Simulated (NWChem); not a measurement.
# disilylmethane (CH8Si2); SMILES [SiH3]C[SiH3]

```xyz
11

Si    -1.5950     0.0010     0.1723
C      0.0000     0.0000    -0.8289
Si     1.5950    -0.0010     0.1723
H     -2.7882     0.0047    -0.7295
H     -1.6653    -1.2126     1.0431
H     -1.6613     1.2122     1.0469
H      0.0005     0.8855    -1.4880
H     -0.0005    -0.8855    -1.4880
H      1.6613    -1.2122     1.0469
H      1.6653     1.2126     1.0431
H      2.7882    -0.0047    -0.7295
```
Atoms are numbered in this order, from 1.

Level: PBE0/def2-SVP (NWChem), optimised geometry, unscaled harmonic frequencies. 

Task: List the harmonic frequencies with IR intensities, and the thermochemistry.

Result: 
```json
[
 {"frequency (cm⁻¹)": "95", "IR intensity (km/mol)": "0.0"},
 {"frequency (cm⁻¹)": "146", "IR intensity (km/mol)": "0.2"},
 {"frequency (cm⁻¹)": "167", "IR intensity (km/mol)": "0.5"},
 {"frequency (cm⁻¹)": "452", "IR intensity (km/mol)": "3.3"},
 {"frequency (cm⁻¹)": "552", "IR intensity (km/mol)": "1.2"},
 {"frequency (cm⁻¹)": "569", "IR intensity (km/mol)": "0.0"},
 {"frequency (cm⁻¹)": "569", "IR intensity (km/mol)": "0.8"},
 {"frequency (cm⁻¹)": "768", "IR intensity (km/mol)": "63.4"},
 {"frequency (cm⁻¹)": "770", "IR intensity (km/mol)": "54.9"},
 {"frequency (cm⁻¹)": "824", "IR intensity (km/mol)": "121.1"},
 {"frequency (cm⁻¹)": "910", "IR intensity (km/mol)": "329.9"},
 {"frequency (cm⁻¹)": "943", "IR intensity (km/mol)": "66.3"},
 {"frequency (cm⁻¹)": "947", "IR intensity (km/mol)": "0.4"},
 {"frequency (cm⁻¹)": "947", "IR intensity (km/mol)": "123.2"},
 {"frequency (cm⁻¹)": "952", "IR intensity (km/mol)": "26.9"},
 {"frequency (cm⁻¹)": "953", "IR intensity (km/mol)": "65.3"},
 {"frequency (cm⁻¹)": "1027", "IR intensity (km/mol)": "0.0"},
 {"frequency (cm⁻¹)": "1084", "IR intensity (km/mol)": "75.3"},
 {"frequency (cm⁻¹)": "1375", "IR intensity (km/mol)": "9.3"},
 {"frequency (cm⁻¹)": "2225", "IR intensity (km/mol)": "157.8"},
 {"frequency (cm⁻¹)": "2229", "IR intensity (km/mol)": "46.1"},
 {"frequency (cm⁻¹)": "2230", "IR intensity (km/mol)": "2.9"},
 {"frequency (cm⁻¹)": "2230", "IR intensity (km/mol)": "47.5"},
 {"frequency (cm⁻¹)": "2234", "IR intensity (km/mol)": "135.9"},
 {"frequency (cm⁻¹)": "2236", "IR intensity (km/mol)": "221.4"},
 {"frequency (cm⁻¹)": "3069", "IR intensity (km/mol)": "0.2"},
 {"frequency (cm⁻¹)": "3136", "IR intensity (km/mol)": "0.0"}
]
```

| Quantity | Result |
|---|---|
| zero-point energy | 48.1 kcal/mol |
| thermal correction to the enthalpy at 298.15 K (with zero-point energy) | 52.6 kcal/mol |
| heat capacity Cv | 21.9 cal/(mol K) |
| entropy at 298.15 K and 1 atm (symmetry number 2) | 75.4 cal/(mol K) |
| dipole moment | 0.84 D |

Rigid rotor and harmonic oscillator; modes under 100 cm⁻¹ make the entropy uncertain.
